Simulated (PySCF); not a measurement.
C3H8N, SMILES [CH2]N(C)C, multiplicity 2.

Geometry optimised at PBE-D3(BJ)/def2-SVP. The isomer is the one that the SMILES or the coordinates give; other isomers of the formula were not compared.

All values below come from PBE/def2-TZVP (PySCF).

The molecule is in vacuum.

Task: Estimate the frontier levels, dipole moment and polarisability. (Estimate from the structure and the level; the computed values follow.)

Result: 
The α spin, highest occupied and lowest empty level is -2.90 and 0.36 eV, the β spin, highest occupied and lowest empty level is -6.16 and -1.50 eV and the dipole moment comes out as 1.31 D. The quadrupole, principal values (traceless, Buckingham form, about the centre of nuclear charge) comes out as -3.86, 0.07, 3.79 D·Å, the mean static polarisability comes out as 52.4 bohr³ (7.76 Å³) and the polarisability, principal values comes out as 44.0, 53.3, 59.9 bohr³. The ⟨S²⟩ is 0.753 (pure state 0.75).
